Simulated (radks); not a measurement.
Question: W2+, 72 electrons, occupied as [Xe] 4f14 5d4 (the NIST ground configuration). All-electron calculation, scalar-relativistic Kohn-Sham, r2SCAN, spin-polarised, spherical densities, finite nucleus; open shells are filled with parallel spins first (spin-orbit coupling, left out, can overturn this in heavy ions); meta-GGA in the generalised Kohn-Sham scheme; Fermi nuclear charge, rms radius 5.3658 fm; hard spherical wall at 6 bohr. Program: a radial shooting solver on a logarithmic mesh with Libxc functionals. Some entries of the table are withheld. Estimate them.

| orbital | occ. | eigenvalue (hartree) | <r^2> (bohr^2) |
|---|---|---|---|
| 1s down | 1 | -2556.960 | 0.0004632 |
| 1s up | 1 | -2556.959 | 0.0004632 |
| 2s up | 1 | -442.7626 | 0.007119 |
| 2s down | 1 | -442.7521 | 0.007119 |
| 2p up | 3 | -387.2188 | 0.005893 |
| 2p down | 3 | -387.2109 | 0.005893 |
| 3s down | 1 | -102.7754 | 0.04613 |
| 3s up | 1 | -102.7753 | 0.04613 |
| 3p up | 3 | -86.24885 | 0.04693 |
| 3p down | 3 | -86.24809 | 0.04693 |
| 3d up | 5 | -67.20186 | 0.03900 |
| 3d down | 5 | -67.19670 | 0.03900 |
| 4s up | 1 | -21.86918 | 0.2281 |
| 4s down | 1 | -21.86242 | 0.2282 |
| 4p up | 3 | -16.42375 | 0.2596 |
| 4p down | 3 | -16.41810 | 0.2596 |
| 4d up | 5 | -9.48528 | 0.3030 |
| 4d down | 5 | -9.47829 | 0.3028 |
| 5s up | 1 | -3.58190 | 1.303 |
| 5s down | 1 | -3.51044 | 1.275 |
| 5p up | 3 | -2.25718 | 1.789 |
| 5p down | 3 | -2.15419 | 1.728 |
| 4f up | 7 | -1.81547 | 0.4693 |
| 4f down | 7 | -1.79869 | 0.4567 |
| 5d up | 4 | (1) | (2) |
| 6s up | 0 | (3) | 7.904 |
| 5d down | 0 | (4) | (5) |
| 6s down | 0 | (6) | 8.615 |
| 6p up | 0 | -0.44606 | 10.70 |
| 6p down | 0 | -0.33259 | 11.57 |
| 5f up | 0 | -0.00885 | 13.03 |
| 5f down | 0 | 0.08464 | 14.13 |

Answer: 
(1) 5d up eigenvalue (hartree): -0.77295
(2) 5d up <r^2> (bohr^2): 3.928
(3) 6s up eigenvalue (hartree): -0.71917
(4) 5d down eigenvalue (hartree): -0.61815
(5) 5d down <r^2> (bohr^2): 3.952
(6) 6s down eigenvalue (hartree): -0.56908
